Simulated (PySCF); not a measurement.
Computed shifts of a molecule C2H5BO3, PySCF with PBE/pcSseg-1, GIAO, gas phase, atoms alike by connectivity averaged where their shifts nearly agree, in ppm (number of nuclei): ¹H: 5.19 (1), 4.66 (1), 2.27 (3). ¹³C: 170.1 (1), 24.8 (1). References: ¹¹B against BF3 (σ = 83.9 ppm); ¹H against TMS (σ = 31.49 ppm); ¹⁷O against H2O (σ = 334.3 ppm); ¹³C against TMS (σ = 182.0 ppm), references at their B3LYP-D3(BJ)/def2-TZVP geometries, non-relativistic. Geometry: PBE0-D3(BJ)/def2-SVP. Other conformers were not sampled.

Question: Pick the molecule that these values belong to.
A) CC(=O)OBO
B) COB1OCO1
C) CC1OB(O)O1
D) COB(O)C=O

Answer: A, CC(=O)OBO
